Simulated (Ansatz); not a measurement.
`C[S][Al]([CH3])[Cl]`, charge 0, multiplicity 1.

Give a relaxed structure at PBE0-D4/def2-TZVP (Ansatz 0.2.0). (An estimate is asked.)

Computed: 
```xyz
11

C     0.7700   -0.3464   -2.3536
S    -0.4079   -0.9519   -1.1031
Al   -0.0398    0.2701    0.6459
C    -1.0469    0.0287    2.2795
Cl    1.4617    1.7445    0.5235
H     0.2062    0.0263   -3.2075
H     1.4000    0.4488   -1.9600
H     1.3940   -1.1813   -2.6691
H    -1.5734    0.9487    2.5487
H    -0.3806   -0.2155    3.1117
H    -1.7835   -0.7721    2.1840
```
Point group Cs.
This is one stationary point; other conformers may exist.
